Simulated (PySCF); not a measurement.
Species: C6H11O2P.
Numbering: `[O:1]=[P@@H:2]([CH2:3][OH:4])[C:5]1=[CH:6][CH2:7][CH2:8][CH2:9]1` (hydrogens: H10 on P2; H11, H12 on C3; H13 on O4; H14 on C6; H15, H16 on C7; H17, H18 on C8; H19, H20 on C9)

The same species was optimised twice, with GFN2-xTB and with PBE0-D3(BJ)/def2-SVP (PySCF), and the same property calculations (PySCF, gas phase) were run on both structures.

```csv
coordinate,GFN2-xTB,PBE0-D3(BJ)/def2-SVP,change
O1=P2 (Å),1.468,1.506,+0.038
C5=C6 (Å),1.328,1.342,+0.014
P2–C5 (Å),1.799,1.788,-0.011
P2–C3 (Å),1.853,1.842,-0.011
C5–C9 (Å),1.502,1.509,+0.007
C3–O4 (Å),1.397,1.391,-0.006
C6–C7 (Å),1.497,1.501,+0.004
C8–C9 (Å),1.538,1.540,+0.002
C7–C8 (Å),1.541,1.539,-0.002
O1–P2–C3 (°),110.2,106.6,-3.6
P2–C5–C9 (°),119.8,122.4,+2.6
P2–C5–C6 (°),128.0,125.9,-2.1
O1–P2–C5 (°),115.2,116.4,+1.2
P2–C3–O4 (°),107.6,106.7,-0.9
C6–C7–C8 (°),103.7,103.1,-0.6
C5–C9–C8 (°),103.4,102.9,-0.5
C6–C5–C9 (°),112.2,111.7,-0.5
O1–P2–C3–O4 (°),-48,-35,+13
O1–P2–C5–C6 (°),150,137,-13
```

Rotational constants: A = 3209, B = 741.7, C = 685.8 MHz (GFN2-xTB) against A = 3222, B = 727.5, C = 710.0 MHz (PBE0-D3(BJ)/def2-SVP). Point groups within 0.08 Å: C1 and C1.

On the GFN2-xTB structure: HOMO (eV) -7.31 [PBE0/pcSseg-1]; LUMO (eV) -0.71 [PBE0/pcSseg-1]; dipole (D) 4.47 [PBE0/pcSseg-1]; GIAO shielding of O1 (ppm) 280.3 [PBE0/pcSseg-1]; GIAO shielding of P2 (ppm) 329.0 [PBE0/pcSseg-1]; GIAO shielding of C3 (ppm) 121.1 [PBE0/pcSseg-1]; GIAO shielding of O4 (ppm) 335.7 [PBE0/pcSseg-1]; GIAO shielding of C5 (ppm) 40.5 [PBE0/pcSseg-1]; GIAO shielding of C6 (ppm) 38.7 [PBE0/pcSseg-1]; GIAO shielding of C7 (ppm) 147.5 [PBE0/pcSseg-1]; GIAO shielding of C8 (ppm) 161.6 [PBE0/pcSseg-1].

What do these properties become on the PBE0-D3(BJ)/def2-SVP structure?

```csv
property,level,on GFN2-xTB,on PBE0-D3(BJ)/def2-SVP,change
HOMO (eV),PBE0/pcSseg-1,-7.31,-7.42,-0.11
LUMO (eV),PBE0/pcSseg-1,-0.71,-0.91,-0.20
dipole (D),PBE0/pcSseg-1,4.47,5.20,+0.73
"energy, GFN2-xTB geometry as zero (kcal/mol)",PBE0/pcSseg-1,0.0,-2.3,-2.3
GIAO shielding of O1 (ppm),PBE0/pcSseg-1,280.3,265.7,-14.6
GIAO shielding of P2 (ppm),PBE0/pcSseg-1,329.0,318.5,-10.5
GIAO shielding of C3 (ppm),PBE0/pcSseg-1,121.1,125.5,+4.4
GIAO shielding of O4 (ppm),PBE0/pcSseg-1,335.7,336.1,+0.4
GIAO shielding of C5 (ppm),PBE0/pcSseg-1,40.5,37.9,-2.6
GIAO shielding of C6 (ppm),PBE0/pcSseg-1,38.7,31.1,-7.6
GIAO shielding of C7 (ppm),PBE0/pcSseg-1,147.5,147.0,-0.5
GIAO shielding of C8 (ppm),PBE0/pcSseg-1,161.6,158.1,-3.5
```

The heavy atoms differ by 0.179 Å rms after alignment. Among bonds between heavy atoms O1=P2 changes most (+0.038 Å). Changes are differences of the printed values. Neither structure is proved a minimum here.
